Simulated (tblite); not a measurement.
Species: C₆H₁₃FGe.
Cartesian coordinates in Å at the GFN2-xTB level; atoms count from 1:
```xyz
21
C6H13FGe angstrom
C     -1.2801   -0.5507    1.2999
C     -0.7257    0.1347    0.0553
C     -1.8627    0.7879   -0.7216
C      0.0213   -0.8679   -0.8378
C      1.4174   -1.1621   -0.2885
C      2.1553    0.1527   -0.0882
F      2.5914    0.6312   -1.3224
Ge     0.7472    1.4190    0.5568
H     -0.4823   -0.9928    1.8953
H     -1.8073    0.1691    1.9239
H     -1.9784   -1.3405    1.0233
H     -1.4771    1.3244   -1.5879
H     -2.5692    0.0347   -1.0711
H     -2.3997    1.4957   -0.0920
H     -0.5519   -1.7920   -0.9409
H      0.1367   -0.4311   -1.8334
H      1.9709   -1.8062   -0.9745
H      1.3507   -1.6682    0.6766
H      3.0576    0.0303    0.5144
H      0.8119    2.7079   -0.2148
H      0.8654    1.7407    2.0271
```

Computed with GFN2-xTB (tblite): harmonic, unscaled wavenumbers at the GFN2-xTB geometry, gas phase. The method is semi-empirical: single wavenumbers can be off by several per cent or more. Modes of hydrogen on germanium can be 10 to 20 % off. One conformer, not necessarily the lowest.

Harmonic wavenumbers (cm⁻¹): 55.6, 171.4, 184.1, 211.3, 225.2, 246.6, 270.2, 287.6, 338.0, 379.0, 434.4, 437.1, 514.3, 529.6, 554.4, 593.0, 672.1, 796.9, 807.1, 877.4, 935.8, 955.6, 967.3, 987.1, 1008.0, 1041.2, 1081.3, 1103.1, 1138.8, 1172.1, 1208.7, 1226.9, 1245.0, 1280.2, 1320.2, 1336.0, 1405.6, 1420.3, 1467.4, 1482.8, 1489.3, 1497.3, 1501.7, 1503.3, 1915.2, 2010.0, 2938.6, 2957.2, 2968.7, 2974.3, 2984.4, 2995.4, 3001.1, 3004.4, 3005.4, 3014.1, 3018.7.

A = 1906, B = 1271, C = 1012 MHz; mass 178.021 u (most abundant isotopes); point group C1, symmetry number 1.

Task: Zero-point energy?

Result: ½Σν̃ = 37574 cm⁻¹ = 107.43 kcal/mol.

Task: Entropy at 350 K, 1 bar (ideal gas, RRHO, classical rotation)?

Result: Translation 42.26, rotation 29.74, vibration 32.02: S = 104.0 cal/(mol K).

Task: And Cp and H(350 K) − H(0)?

Result: Cp = 46.62 cal/(mol K), of which vibrations give 38.67 (their classical limit is 57 R = 113.3); H(350 K) − H(0) = 9.21 kcal/mol without the zero-point energy, 6.43 from vibrations.

Task: What must be added to the electronic energy to get the Gibbs energy at 350 K and 1 bar?

Result: ZPE + [H(350 K) − H(0)] − T·S = 107.43 + 9.21 − 36.41 = 80.23 kcal/mol.

Task: Which modes carry the vibrational entropy at 350 K?

Result: 55.6 cm⁻¹: 4.92; 171.4 cm⁻¹: 2.72; 184.1 cm⁻¹: 2.59; 211.3 cm⁻¹: 2.33; 225.2 cm⁻¹: 2.21; 246.6 cm⁻¹: 2.04 cal/(mol K); the other 51 give 15.20 together.

Hindered rotation and anharmonicity are outside this model. Other conformers, if any are populated, would add a mixing term that is left out. The structure is chiral; the term R ln 2 for an equal mix with its mirror image is left out.
